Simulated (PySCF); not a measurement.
C3H6O, triplet, at a GFN2-xTB geometry (a higher spin typed on purpose: for a closed-shell molecule this is an excited state), atoms displaced at random by about 0.03 Å a coordinate; PBE/6-31G, gradient by finite differences (PySCF).

Input for PySCF:
```python
from pyscf import gto, scf, dft

mol = gto.Mole()
mol.atom = '''
    C    -1.24339244    0.00508114   -0.71315003
    C     0.00762934    0.22164803    0.27525167
    C     1.22770287    0.21644477   -0.57933584
    O    -0.03372966   -0.39648198    1.36605326
    H    -1.20906356   -0.97271931   -1.19621629
    H    -1.19034278    0.76034516   -1.48033476
    H    -2.12512216    0.12373986   -0.06586633
    H     2.11220003    0.47232605    0.15208298
    H     1.40382884   -0.75290836   -0.99643406
    H     1.23703064    0.98552367   -1.33767565
'''
mol.basis = '6-31g'
mol.spin = 2
mol.verbose = 4
mol.build()

mf = dft.UKS(mol)
mf.xc = 'pbe'
mf.conv_tol = 1e-11
mf.kernel()
scan, done = mf.as_scanner(), []
scan.scf_summary = {}
def energy(d):
    c = mol.atom_coords()
    c[4, 1] += d
    e = scan(mol.set_geom_(c, unit='Bohr', inplace=False))
    done.append(scan.converged)
    return e
h = 0.2
fd = (energy(h) - energy(-h)) / (2 * h)
print('dE/dx =', fd)
```

It wrote (shortened):

```
PySCF version 2.14.0

[INPUT] verbose = 4
[INPUT] num. atoms = 10
[INPUT] num. electrons = 32
[INPUT] charge = 0
[INPUT] spin (= nelec alpha-beta = 2S) = 2
[INPUT] symmetry False subgroup None
[INPUT] Mole.unit = angstrom
[INPUT] Symbol           X                Y                Z      unit          X                Y                Z       unit  Magmom
[...]
nuclear repulsion = 118.214375003511
number of shells = 32
number of NR pGTOs = 112
number of NR cGTOs = 48
basis = 6-31g
ecp = {}

******** <class 'pyscf.dft.uks.UKS'> ********
method = UKS
initial guess = minao
damping factor = 0
level_shift factor = 0
DIIS = <class 'pyscf.scf.diis.CDIIS'>
diis_start_cycle = 1
diis_space = 8
diis_damp = 0
SCF conv_tol = 1e-11
SCF conv_tol_grad = None
SCF max_cycles = 50
direct_scf = True
direct_scf_tol = 1e-13
number electrons alpha = 17  beta = 15
XC library pyscf.dft.libxc version 7.1.2
    S. Lehtola, C. Steigemann, M. J. T. Oliveira, and M. A. L. Marques,  SoftwareX 7, 1–5 (2018)
XC functionals = pbe
    J. P. Perdew, K. Burke, and M. Ernzerhof,  Phys. Rev. Lett. 77, 3865 (1996)
    J. P. Perdew, K. Burke, and M. Ernzerhof,  Phys. Rev. Lett. 78, 1396 (1997)
    J. P. Perdew, K. Burke, and M. Ernzerhof,  Phys. Rev. Lett. 77, 3865 (1996)
    J. P. Perdew, K. Burke, and M. Ernzerhof,  Phys. Rev. Lett. 78, 1396 (1997)
radial grids:
    Treutler-Ahlrichs [JCP 102, 346 (1995); DOI:10.1063/1.469408] (M4) radial grids

becke partition: Becke, JCP 88, 2547 (1988); DOI:10.1063/1.454033
pruning grids: <function nwchem_prune>
grids dens level: 3
symmetrized grids: False
atomic radii adjust function: <function treutler_atomic_radii_adjust>
small_rho_cutoff = 0
Set gradient conv threshold to 3.16228e-06
tot grids = 115288
init E= -192.954541850053

cycle= 1 E= -192.615259912692  delta_E= 0.339  |g|= 0.463  |ddm|= 2.12

cycle= 2 E= -192.103164648916  delta_E= 0.512  |g|= 1.15  |ddm|= 2.66

cycle= 3 E= -192.704714092108  delta_E= -0.602  |g|= 0.175  |ddm|= 2.38

cycle= 4 E= -192.71661239343  delta_E= -0.0119  |g|= 0.107  |ddm|= 0.27

cycle= 5 E= -192.721929473173  delta_E= -0.00532  |g|= 0.0184  |ddm|= 0.0956

cycle= 6 E= -192.722061176889  delta_E= -0.000132  |g|= 0.00848  |ddm|= 0.0222

cycle= 7 E= -192.722098655265  delta_E= -3.75e-05  |g|= 0.00111  |ddm|= 0.0156

cycle= 8 E= -192.722099336543  delta_E= -6.81e-07  |g|= 0.000604  |ddm|= 0.00275

cycle= 9 E= -192.722099527739  delta_E= -1.91e-07  |g|= 0.00014  |ddm|= 0.000766

[...]
converged SCF energy = -192.722099538126  <S^2> = 2.0021688  2S+1 = 3.0014455
converged SCF energy = -192.712737317009  <S^2> = 2.0021658  2S+1 = 3.0014435
[...]
  10 H      1.237030640000   0.985523670000  -1.337675650000 AA    2.337649117295   1.862369825576  -2.527840622000 Bohr

******** <class 'pyscf.scf.hf.UKS_Scanner'> ********
method = UKS_Scanner
initial guess = minao
damping factor = 0
level_shift factor = 0
DIIS = <class 'pyscf.scf.diis.CDIIS'>
diis_start_cycle = 1
diis_space = 8
diis_damp = 0
SCF conv_tol = 1e-11
SCF conv_tol_grad = None
SCF max_cycles = 50
direct_scf = True
direct_scf_tol = 1e-13
number electrons alpha = 17  beta = 15
XC library pyscf.dft.libxc version 7.1.2
    S. Lehtola, C. Steigemann, M. J. T. Oliveira, and M. A. L. Marques,  SoftwareX 7, 1–5 (2018)
XC functionals = pbe
    J. P. Perdew, K. Burke, and M. Ernzerhof,  Phys. Rev. Lett. 77, 3865 (1996)
    J. P. Perdew, K. Burke, and M. Ernzerhof,  Phys. Rev. Lett. 78, 1396 (1997)
    J. P. Perdew, K. Burke, and M. Ernzerhof,  Phys. Rev. Lett. 77, 3865 (1996)
    J. P. Perdew, K. Burke, and M. Ernzerhof,  Phys. Rev. Lett. 78, 1396 (1997)
radial grids:
    Treutler-Ahlrichs [JCP 102, 346 (1995); DOI:10.1063/1.469408] (M4) radial grids

becke partition: Becke, JCP 88, 2547 (1988); DOI:10.1063/1.454033
pruning grids: <function nwchem_prune>
grids dens level: 3
symmetrized grids: False
atomic radii adjust function: <function treutler_atomic_radii_adjust>
small_rho_cutoff = 0
Set gradient conv threshold to 3.16228e-06
tot grids = 115288
init E= -192.6751043318

cycle= 1 E= -192.718111400107  delta_E= -0.043  |g|= 0.0414  |ddm|= 0.198

cycle= 2 E= -192.718322932196  delta_E= -0.000212  |g|= 0.0433  |ddm|= 0.206

cycle= 3 E= -192.719219262985  delta_E= -0.000896  |g|= 0.0295  |ddm|= 0.108

cycle= 4 E= -192.719608177746  delta_E= -0.000389  |g|= 0.00774  |ddm|= 0.0345

cycle= 5 E= -192.719636728324  delta_E= -2.86e-05  |g|= 0.000809  |ddm|= 0.00798

cycle= 6 E= -192.719637075407  delta_E= -3.47e-07  |g|= 0.000363  |ddm|= 0.00154

cycle= 7 E= -192.719637146544  delta_E= -7.11e-08  |g|= 7.27e-05  |ddm|= 0.0005

cycle= 8 E= -192.719637149902  delta_E= -3.36e-09  |g|= 2.62e-05  |ddm|= 0.000135

cycle= 9 E= -192.719637150265  delta_E= -3.62e-10  |g|= 1.36e-05  |ddm|= 3.95e-05

cycle= 10 E= -192.71963715038  delta_E= -1.16e-10  |g|= 2.65e-06  |ddm|= 2.31e-05

cycle= 11 E= -192.719637150386  delta_E= -5.8e-12  |g|= 4.65e-07  |ddm|= 5.49e-06

Extra cycle  E= -192.719637150385  delta_E= 8.53e-13  |g|= 1.28e-06  |ddm|= 2.4e-06
converged SCF energy = -192.719637150385  <S^2> = 2.0021968  2S+1 = 3.0014642
dE/dx = 0.01724958344169636
```
